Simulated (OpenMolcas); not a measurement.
A run on Ag3+ among 6 point charges of -1.5 e arranged as a tetragonal octahedron (D4h), 1.82 Å from the ion, with the axial distance 1.438 Å.

* Program: OpenMolcas 26.06
* Method: SS-CASPT2, IPEA 0.25 Eh, imaginary shift 0.1 Eh (closed shells correlated: 4s 4p)
* Basis: ANO-RCC-VTZP [7s6p4d2f1g]
* Scalar Hamiltonian: DKH2, point nucleus
* Active space: 8 electrons in 5 orbitals (4d)
* State averaging: 2S+1 = 3 even, 10 roots; 2S+1 = 1 even, 15 roots
* Spin-orbit coupling: RASSI with atomic mean-field integrals over the reference wave functions

First CASPT2 step and the start of its output:

```
&CASPT2
Multistate=10 1 2 3 4 5 6 7 8 9 10
NoMult
Frozen=8 6
IPEA=0.25
Imaginary=0.1
MaxIter=60
WThr=0.0 0.3 0.05
PrWF=0.5
NoMix
```

```
--- CASPT2 ---
Orbital specifications:
      -----------------------

      Symmetry species                           1   2
                                                ag  au
      Frozen orbitals                            8   6
      Inactive orbitals                          1   3
      Active orbitals                            5   0
      Secondary orbitals                        22  23
      Deleted orbitals                           0   0
      Number of basis functions                 36  32
Type of calculation                        SS-CASPT2
      Fock operator                              state-specific
      IPEA shift                                 0.25
      Real shift                                 0.00
      Imaginary shift                            0.10
      The input orbitals will be transformed to quasi-canonical
Reference energy:       -5318.4178849657
      E2 (Non-variational):      -0.4689304399
      Shift correction:          -0.0064150758
      E2 (Variational):          -0.4753455157
      Total energy:           -5318.8932304814
      Residual norm:              0.0000001067
      Reference weight:           0.84505
      Contributions to the CASPT2 correlation energy
      Active & Virtual Only:         -0.2017371027
      One Inactive Excited:          -0.1885885423
      Two Inactive Excited:          -0.0786047949
Reference energy:       -5318.3869956961
      E2 (Non-variational):      -0.4707046060
      Shift correction:          -0.0069435957
      E2 (Variational):          -0.4776482018
      Total energy:           -5318.8646438979
      Residual norm:              0.0000001729
      Reference weight:           0.83774
      Contributions to the CASPT2 correlation energy
      Active & Virtual Only:         -0.2038730009
...
```

Over all roots the printed reference weights run from 0.60 to 0.87, and roots that are degenerate in the reference spread by up to 3.6 cm-1.

Task: Did the run give usable levels, and if not, why?

Result: No. The equations converged, but the reference weight falls to 0.60 for at least one root against 0.87 for the best. A drop of that size marks an intruder state, so the energies of such roots and the levels built on them can't be trusted.
